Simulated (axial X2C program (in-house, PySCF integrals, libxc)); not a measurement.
# TbF⁺: the levels of the configuration f9 s0

Computed with an axial X2C code built on PySCF integrals: two-component X2C with atomic mean-field Coulomb and Gaunt terms, basis Tb dyall-v3z, F dyall-v3z (cores contracted in-house). Orbitals come from Hartree–Fock averaged over the configuration Tb f9 s0; CI then distributes these electrons over the f, s shells of Tb.

R = 2.017 Å (near the minimum of the configuration average).

Active spinors (ω > 0):

```csv
shell,ω,ε (eV),character
f,5/2,-8.36,100% Tb f
f,3/2,-8.29,100% Tb f
f,1/2,-8.21,99% Tb f
f,7/2,-7.64,100% Tb f
f,5/2,-7.58,100% Tb f
f,3/2,-7.51,100% Tb f
f,1/2,-7.45,99% Tb f
s,1/2,-4.97,"85% Tb s, 12% Tb p, 3% Tb d"
```

Lowest levels of this model:

| Ω | energy (cm⁻¹) | g∥ | configuration |
| --- | --- | --- | --- |
| 15/2 | 0 | 19.93 | 100% f9 |
| 13/2 | 354 | 17.05 | 100% f9 |
| 11/2 | 637 | 14.32 | 100% f9 |
| 9/2 | 849 | 11.67 | 100% f9 |
| 7/2 | 998 | 9.08 | 100% f9 |
| 5/2 | 1094 | 6.49 | 100% f9 |
| 3/2 | 1149 | 3.90 | 100% f9 |
| 1/2 | 1174 | 1.30 | 100% f9 |
| 13/2 | 2796 | 16.85 | 100% f9 |
| 11/2 | 3032 | 13.86 | 100% f9 |
| 9/2 | 3255 | 11.10 | 100% f9 |
| 7/2 | 3438 | 8.56 | 100% f9 |
| 5/2 | 3570 | 6.11 | 100% f9 |
| 3/2 | 3655 | 3.67 | 100% f9 |
| 1/2 | 3697 | 1.23 | 100% f9 |
| 11/2 | 4836 | 13.73 | 100% f9 |
| 9/2 | 4989 | 10.63 | 100% f9 |
| 7/2 | 5171 | 7.88 | 100% f9 |
| 5/2 | 5348 | 5.51 | 100% f9 |
| 3/2 | 5477 | 3.30 | 100% f9 |
| 1/2 | 5543 | 1.10 | 100% f9 |
| 9/2 | 6402 | 10.53 | 100% f9 |
| 7/2 | 6494 | 7.25 | 100% f9 |
| 5/2 | 6678 | 4.60 | 100% f9 |
| 3/2 | 6867 | 2.84 | 100% f9 |
| 1/2 | 6959 | 0.96 | 100% f9 |
| 11/2 | 9440 | 15.95 | 100% f9 |

g∥ is the magnitude of 2⟨Lz + ge Sz⟩ for the +Ω component.

Q: From Ω and g∥ of the lowest level, whose 2⟨Lz + ge Sz⟩ is positive, find ⟨Sz⟩ and ⟨Lz⟩ (ge = 2.0023).

A: Ω = ⟨Lz⟩ + ⟨Sz⟩ = 15/2 and ⟨Lz⟩ + ge⟨Sz⟩ = 9.965, so ⟨Sz⟩ = 2.46 and ⟨Lz⟩ = 5.04.

Occupations of the active spinors in the lowest level by ω, shell by shell in order of energy: -7/2: 0.00; -5/2: 0.93 0.07; -3/2: 0.83 0.17; -1/2: 0.71 0.29 0.00; 1/2: 0.49 0.51 0.00; 3/2: 1.00 1.00; 5/2: 1.00 1.00; 7/2: 1.00. The leading determinant has weight 0.28 among 208.

This point took 2.2 s on 1 thread of Arm Neoverse V1 (shared host).

Dynamic correlation is missing, so gaps between terms are too wide and other configurations may lie lower; the lowest level listed is that of this model, not necessarily the ground state. At most 4 roots were kept for each Ω > 0 (twice that for Ω = 0) within 2.2 eV of the lowest, so higher up levels can be missing between those listed; levels with Ω > 0 are doubly degenerate and listed once, Ω = 0 levels singly. States that fill the shells left empty in the average are placed too high.
